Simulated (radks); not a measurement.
All-electron atom: O+ in [He] 2s2 2p3 (the NIST ground configuration).

Method: non-relativistic Kohn-Sham, LDA (Slater exchange, Perdew-Zunger correlation), spin-unpolarised, spherical densities, point nucleus; computed with a radial shooting solver on a logarithmic mesh with Libxc functionals.

Energy parts (hartree):
part                      energy
total                  -73.85960
kinetic                 73.53503
electron-nucleus      -171.76246
Hartree                 31.68377
exchange-correlation    -7.31594

Orbitals (lengths in bohr, moments of r in powers of bohr; r(max) is where P^2 peaks):
1s: occ. 2; eigenvalue (hartree) -19.45151; <1/r> 7.582; r(max) 0.1300; <r^2> 0.05448
2s: occ. 2; eigenvalue (hartree) -1.44591; <1/r> 1.334; r(max) 0.8575; <r^2> 1.433
2p: occ. 3; eigenvalue (hartree) -0.90383; <1/r> 1.212; r(max) 0.7768; <r^2> 1.571

The highest occupied level is 2p at -24.594 eV. The density falls to 0.001 e/bohr^3 at r = 2.88 bohr. For comparison, the ionisation energy in NIST's Atomic Spectra Database is 35.121 eV (measured). In exact Kohn-Sham theory the highest level is minus the ionisation energy, but local and semilocal functionals leave it too shallow, through self-interaction and a potential that decays too fast; potentials with the right tail come closer.

Beside tabulated values, note that spin-unpolarised runs miss the spin-polarisation part of the exchange energy of open shells.
